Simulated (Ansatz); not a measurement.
Cartesian coordinates in Å:
```
C 1.9050 1.2849 0.4037
O 0.7266 1.1504 -0.3612
As 0.2062 -0.5161 -0.7829
Si -1.5845 0.3300 -2.1134
O -0.9259 -0.9034 0.5566
C -0.3926 -1.5700 1.6804
H 2.3426 2.2610 0.1825
H 1.6853 1.2376 1.4762
H 2.6448 0.5103 0.1649
H -2.3651 1.3107 -1.3215
H -1.0113 0.9732 -3.3246
H -2.4441 -0.8089 -2.5299
H 0.4098 -2.2669 1.4067
H 0.0015 -0.8552 2.4114
H -1.1983 -2.1379 2.1510
```

Charge 0, multiplicity 1.

Problem. List the ωB97M-V/def2-TZVPP orbital energies in eV (Ansatz). (Estimate.)

Solution. The calculation gave: Occupied: -11605.69, -1806.97, -1473.69, -1314.97, -1314.96, -1314.92, -526.16, -526.16, -282.63, -282.63, -196.13, -148.07, -142.27, -142.22, -142.06, -102.19, -102.17, -102.16, -48.68, -48.64, -48.51, -48.47, -48.43, -31.26, -30.66, -22.45, -21.56, -19.32, -17.45, -15.98, -15.46, -15.19, -14.86, -14.76, -13.62, -12.14, -12.14, -11.76, -11.45, -10.61, -10.25, -8.92. Lowest empty: 1.40, 1.75, 2.22, 3.07, 3.32, 3.43, 3.90, 3.91.
